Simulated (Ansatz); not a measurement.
Ideal-gas functions of C2Cl2N2O2Si (`O=C=N[Si](Cl)(Cl)N=C=O`) at 500 K and 1 bar, from an Ansatz frequency run at PBE0-D4/def2-TZVP.

Molar mass 183.03 g/mol, point group C2v (symmetry number 2), electronic degeneracy 1, moments of inertia 414.379, 831.7, 859.924 u Å². Harmonic wavenumbers (cm⁻¹, unscaled): 23, 29, 35, 61, 173, 204, 265, 269, 293, 447, 624, 634, 638, 638, 640, 706, 736, 1528, 1530, 2403, 2434.

Use S(trans) = R[1.5 ln M + 2.5 ln T − 1.1517]; rotational temperatures θ = 24.2544 K / I; S(rot) = R[ln(√π/σ · √(T³/θAθBθC)) + 1.5]; for each mode x = 1.438777 ν̃/T, S = R[x/(eˣ − 1) − ln(1 − e⁻ˣ)] and H = RT x/(eˣ − 1); 1 cm⁻¹ = 0.0119627 kJ/mol; R = 8.31446 J/(mol·K).

Question: By hand: the entropy, in J/(mol·K).

Answer: Translation 184.6. Rotation: θ = 0.0585, 0.0292, 0.0282 K, giving 130.3. Vibration, mode by mode: 30.89, 28.97, 27.40, 22.79, 14.20, 12.86, 10.77, 10.65, 9.98, 6.77, 4.48, 4.38, 4.34, 4.34, 4.32, 3.72, 3.47, 0.56, 0.56, 0.07, 0.06, in all 205.6. Electronic 0.0. Sum 520.5 J/(mol·K).

Question: By hand: H − E and G − E in kJ/mol, counted from the electronic energy.

Answer: Zero-point energy ½ × 14310 × 0.0119627 = 85.6; thermal vibration 42.5; translation, rotation and pV give 4 RT = 16.6. H − E = 144.7 kJ/mol, and G − E = 144.7 − 500 × 520.5/1000 = -115.6 kJ/mol.

Vibration gives 40 % of the entropy, 110.1 J/(mol·K) of it from the modes under 150 cm⁻¹: soft modes count most, and the harmonic formula is weakest for them. The sum counts one conformer and one mirror image; others add a mixing term.
